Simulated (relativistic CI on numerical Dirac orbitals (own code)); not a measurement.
# Slater and spin-orbit integrals, Re⁴⁸⁺

Method of calculation: Dirac-Coulomb-Breit CI, KLI orbitals optimised for each configuration, QED by a radiative potential, unscaled Slater integrals (own radial code, finite nucleus).

Slater integrals F^k, G^k are unscaled and averaged over j, outside the closed core [Ne]; ζ comes from projecting the Hamiltonian with its Breit term on Σ l·s of the shell.

- 3s2 3p6 3d9: ζ(3d) = 229160 cm⁻¹; <r>(3d) = 0.1721, <r^2>(3d) = 0.0344 (bohr units).
- 3s2 3p5 3d10: ζ(3p) = 1.7761e+06 cm⁻¹; <r>(3p) = 0.1908, <r^2>(3p) = 0.04224 (bohr units).
- 3s2 3p6 3d8 4s: F^2(3d,3d) = 595520, F^4(3d,3d) = 384160, ζ(3d) = 232470, G^2(3d,4s) = 62495 cm⁻¹; <r>(3d) = 0.171, <r^2>(3d) = 0.03399, <r>(4s) = 0.3757, <r^2>(4s) = 0.1589 (bohr units).

Task: Give the Racah parameters of the d shell in 3s2 3p6 3d8 4s.

Result: B = F²/49 − 5F⁴/441 = 7798 cm⁻¹ and C = 35F⁴/441 = 30489 cm⁻¹.

Averages of the first 10 configurations, taken without configuration mixing, which lowers the lowest level and can move excited configurations by several eV; other configurations of the list can lie among them:

```csv
Configuration,Parity,States,Average energy above the lowest level (eV)
3s2 3p6 3d9,even,10,28.7
3s2 3p5 3d10,odd,6,572.7
3s 3p6 3d10,even,2,1036.7
3s2 3p6 3d8 4s,even,90,1731.1
3s2 3p6 3d8 4p,odd,270,1905.6
3s2 3p4 3d10 4s,even,30,2808.7
3s2 3p6 3d8 4d,even,450,2107.0
3s2 3p4 3d10 4p,odd,90,2983.7
3s2 3p5 3d9 4s,odd,120,2265.7
3s2 3p6 3d8 4f,odd,630,2275.6
```
